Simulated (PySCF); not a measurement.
C5H7F, SMILES C[C@@H]1C=C[C@@H]1F.

Geometry: B3LYP-D3(BJ)/def2-SVP. The structure was generated by enumeration; whether it is a known compound was not checked.

All values below come from TDDFT-CAM-B3LYP/def2-SVPD run with PySCF 2.14.0.

Vertical excitations. 

Computed lowest excited states:
```csv
state,energy (eV),λ (nm),f,main pairs
S1,6.92,179,0.141,HOMO→LUMO 83 %
S2,7.10,175,0.001,"HOMO−1→LUMO 75 %, HOMO−2→LUMO 19 %"
S3,7.41,167,0.062,"HOMO−2→LUMO 65 %, HOMO−1→LUMO 17 %, HOMO→LUMO 13 %"
S4,7.63,162,0.036,"HOMO→LUMO+1 74 %, HOMO→LUMO+2 23 %"
S5,8.13,152,0.060,"HOMO→LUMO+2 62 %, HOMO→LUMO+1 16 %"
S6,8.26,150,0.002,HOMO−3→LUMO 79 %
S7,8.32,149,0.004,HOMO→LUMO+3 77 %
S8,8.69,143,0.028,HOMO→LUMO+4 66 %
S9,8.78,141,0.043,HOMO−1→LUMO+1 74 %
S10,8.84,140,0.013,HOMO−2→LUMO+1 80 %
T1,4.23,293,0,HOMO→LUMO 92 %
T2,6.65,186,0,"HOMO−1→LUMO 75 %, HOMO−2→LUMO 17 %"
T3,7.11,174,0,"HOMO−2→LUMO 76 %, HOMO−1→LUMO 17 %"
T4,7.51,165,0,"HOMO→LUMO+1 77 %, HOMO→LUMO+2 18 %"
```
Triplets are in the Tamm–Dancoff approximation, which puts them higher than full response would, so one can lie above its singlet here.
